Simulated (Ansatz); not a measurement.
C4H14Al2Cl2N2, SMILES `C[CH2][Al@-]1([Cl])[NH2+][Al@-]([Cl])([CH2]C)[NH2+]1`. Total charge 0; spin multiplicity 1. The geometry is a stationary point of PBE0-D4/def2-TZVP. It is one conformer, not always the lowest.

```xyz
24

C    -3.414   -0.966    0.617
C    -2.215   -1.010   -0.333
Al   -0.535   -1.523    0.519
Cl   -0.339   -3.402    1.501
N     1.026   -1.242   -0.604
Al    1.605    0.271    0.475
Cl    3.455   -0.244    1.393
C     1.384    1.982   -0.439
C     2.356    2.205   -1.601
N     0.161   -0.147    1.707
H    -3.590   -1.939    1.084
H    -4.339   -0.678    0.108
H    -3.264   -0.248    1.431
H    -2.423   -1.707   -1.154
H    -2.086   -0.030   -0.815
H     0.836   -1.038   -1.579
H     1.679   -2.020   -0.588
H     0.349    2.062   -0.800
H     1.495    2.791    0.293
H     2.248    1.439   -2.376
H     2.207    3.173   -2.088
H     3.395    2.167   -1.264
H    -0.474    0.615    1.914
H     0.485   -0.512    2.597
```

(1) What is the dipole moment at ωB97M-V/def2-TZVPP? (An estimate is asked.)

(2) And with PBE, r2SCAN, B3LYP? (An estimate is asked.)

(3) Give the Mulliken charges with ωB97M-V, B3LYP, r2SCAN in def2-TZVPP. (Estimate.)

Answers

(1) The calculation gave: 3.00 D, with components (-1.67, 1.95, -1.55) D in this frame, pointing from negative to positive charge.

(2) Ansatz gave: PBE 2.99 D, r2SCAN 3.03 D, B3LYP 3.02 D.

(3) Computed: 
```tsv
atom	ωB97M-V	B3LYP	r2SCAN
C1	-0.33	-0.27	-0.14
C2	-0.37	-0.26	-0.23
Al3	0.40	0.39	0.40
Cl4	-0.27	-0.31	-0.31
N5	-0.19	-0.18	-0.20
Al6	0.40	0.39	0.40
Cl7	-0.27	-0.31	-0.31
C8	-0.37	-0.26	-0.23
C9	-0.33	-0.27	-0.14
N10	-0.19	-0.18	-0.20
H11	0.12	0.10	0.06
H12	0.11	0.08	0.04
H13	0.09	0.06	0.02
H14	0.10	0.06	0.04
H15	0.10	0.06	0.04
H16	0.12	0.13	0.14
H17	0.14	0.14	0.15
H18	0.10	0.06	0.04
H19	0.10	0.06	0.04
H20	0.09	0.06	0.02
H21	0.11	0.08	0.04
H22	0.12	0.10	0.06
H23	0.12	0.13	0.14
H24	0.14	0.14	0.15
```

B3LYP here is the variant with VWN-RPA as its local correlation; programs differ in this.
